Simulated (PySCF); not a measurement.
# ECD: `C=C=C[C@@H]1C=C[C@@H]1C`, C$_{8}$H$_{10}$

Geometry:
| atom | x (Å) | y (Å) | z (Å) |
| --- | --- | --- | --- |
| C1 | 2.712 | 1.015 | 0.940 |
| C2 | 1.798 | 0.100 | 0.920 |
| C3 | 0.883 | -0.819 | 0.879 |
| C4 | 0.010 | -1.074 | -0.309 |
| C5 | 0.220 | -0.204 | -1.522 |
| C6 | -1.005 | 0.308 | -1.499 |
| C7 | -1.436 | -0.456 | -0.273 |
| C8 | -1.794 | 0.383 | 0.941 |
| H9 | 3.728 | 0.814 | 0.636 |
| H10 | 2.502 | 2.021 | 1.268 |
| H11 | 0.706 | -1.450 | 1.742 |
| H12 | 0.000 | -2.146 | -0.527 |
| H13 | 1.079 | -0.079 | -2.155 |
| H14 | -1.538 | 1.011 | -2.112 |
| H15 | -2.219 | -1.196 | -0.459 |
| H16 | -1.009 | 1.110 | 1.141 |
| H17 | -2.726 | 0.916 | 0.762 |
| H18 | -1.919 | -0.246 | 1.820 |

Method used: TDDFT CAM-B3LYP/def2-SVPD circular dichroism and optical rotation, one conformer, gas phase (PySCF 2.14.0). Geometry: GFN2-xTB.

The molecule is flexible and this is one conformer; a measurement averages over conformers.

(1) Assign R or S to each stereocentre.

(2) Which excitations and rotatory strengths does the calculation give?

Results:

(1) C4 R, C7 S.

(2) Rotatory strengths R in 10⁻⁴⁰ esu² cm², velocity form and length form (origin at the centre of mass); f in length form.
| state | E (eV) | λ (nm) | f | R (velocity) | R (length) | main |
| --- | --- | --- | --- | --- | --- | --- |
| 1 | 5.82 | 213 | 9e-05 | +5.2 | +5.1 | HOMO→LUMO 0.44, HOMO→LUMO+3 0.16 |
| 2 | 6.35 | 195 | 0.0002 | -1.8 | -1.7 | HOMO−2→LUMO+3 0.33, HOMO−2→LUMO+1 0.24 |
| 3 | 6.79 | 183 | 0.036 | -24.0 | -22.9 | HOMO→LUMO+1 0.53, HOMO→LUMO+3 0.18 |
| 4 | 7.12 | 174 | 0.073 | +88.1 | +89.2 | HOMO→LUMO+3 0.37, HOMO→LUMO+2 0.17 |
| 5 | 7.16 | 173 | 0.055 | -34.2 | -35.7 | HOMO→LUMO+2 0.38, HOMO→LUMO+1 0.17 |
| 6 | 7.23 | 172 | 0.145 | -130.8 | -133.2 | HOMO−1→LUMO+1 0.68, HOMO→LUMO+2 0.09 |
| 7 | 7.29 | 170 | 0.030 | -1.2 | -0.6 | HOMO−1→LUMO 0.48, HOMO−2→LUMO 0.13 |
| 8 | 7.35 | 169 | 0.042 | +102.1 | +97.4 | HOMO−3→LUMO+1 0.21, HOMO−2→LUMO+3 0.14 |
| 9 | 7.40 | 168 | 0.030 | -6.5 | -6.8 | HOMO−1→LUMO+2 0.47, HOMO−1→LUMO+4 0.13 |
| 10 | 7.44 | 167 | 0.067 | -22.8 | -23.1 | HOMO−2→LUMO+2 0.27, HOMO−3→LUMO+1 0.17 |
| 11 | 7.53 | 165 | 0.025 | -11.8 | -10.3 | HOMO−1→LUMO+3 0.56, HOMO−1→LUMO 0.09 |
| 12 | 7.66 | 162 | 0.713 | -57.3 | -57.9 | HOMO−2→LUMO 0.29, HOMO−2→LUMO+3 0.22 |
| 13 | 7.87 | 157 | 0.023 | +3.2 | +2.6 | HOMO−2→LUMO+1 0.37, HOMO−2→LUMO+2 0.12 |
| 14 | 7.91 | 157 | 0.003 | -3.2 | -2.4 | HOMO→LUMO+6 0.36, HOMO→LUMO+4 0.34 |
| 15 | 8.03 | 154 | 0.017 | +10.6 | +11.2 | HOMO→LUMO+5 0.38, HOMO−1→LUMO+5 0.14 |
| 16 | 8.16 | 152 | 0.016 | +1.7 | +1.9 | HOMO−1→LUMO+6 0.28, HOMO−1→LUMO+2 0.17 |

Among the states computed, the strongest CD band (largest |R|) is state 6. The largest dissymmetry factor in size, g = 4R/(D+G), with D and G the electric and magnetic dipole strengths, is +0.49 for state 1 (velocity form, f = 9e-05), among bands with |R| over 0.5. The mirror image has the same energies and oscillator strengths and all R with the opposite sign.
